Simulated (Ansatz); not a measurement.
Name a neutral molecule of F, O, S, Si and H with LUMO energy (PBE0/def2-TZVPP) between -0.40 and -0.10 eV and HOMO energy (PBE0/def2-TZVPP) between -8.15 and -7.85 eV (Ansatz, PBE0-D4/def2-TZVP geometry).

`O[SiH2]S[SiH2]F` (-0.24 eV, -8.08 eV). Other molecules can fit too; these were computed, each in one conformer that needn't be the lowest.
